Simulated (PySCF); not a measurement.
GaBr2, SMILES [Br][Ga+][Br], charge +1.

Coordinates come from a ωB97X-D3(BJ)/def2-SVP optimisation. The multiplicity is an assumed one; no other spin state was optimised. The isomer is the one that the SMILES or the coordinates give; other isomers of the formula were not compared.

Calculation: B3LYP/def2-TZVPD (PySCF).

The molecule is in vacuum.

The total energy comes out as -7073.06937 hartree and the point group comes out as D∞h. The highest occupied level comes out as -14.39 eV and the lowest empty level is -8.90 eV. The orbital gap is 5.49 eV and the dipole moment about the centre of nuclear charge is 0.00 D. The mean static polarisability comes out as 62.3 bohr³ (9.23 Å³) and the polarisability, principal values is 44.1, 44.1, 98.8 bohr³.
